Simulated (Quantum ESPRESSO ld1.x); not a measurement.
Question: The mean radii <r> (bohr) of the occupied orbitals of an atom or ion are listed with their occupations. All-electron calculation, scalar-relativistic Kohn-Sham, LDA (Slater exchange, VWN5 correlation), spin-unpolarised, spherical densities, point nucleus. Program: ld1.x of Quantum ESPRESSO 7.5.

orbital  occ.      <r>
1s          2  0.04154
2s          2   0.1838
2p          6   0.1602
3s          2   0.5311
3p          6   0.5407
3d         10   0.5538
4s          2    1.462
4p          3    1.659

Name the element and its charge.

Answer: Z = 36, krypton, charge +3: Kr3+ in [Ar] 3d10 4s2 4p3. The 1s radius gives Z: for a bare nucleus <r> = (2 gamma + 1)/(2Z) with gamma = sqrt(1 - (Z/c)^2), 0.04069 bohr for Z = 36, and screening makes it slightly larger (0.04154 here). The occupations add up to 33, and the charge is Z minus that.
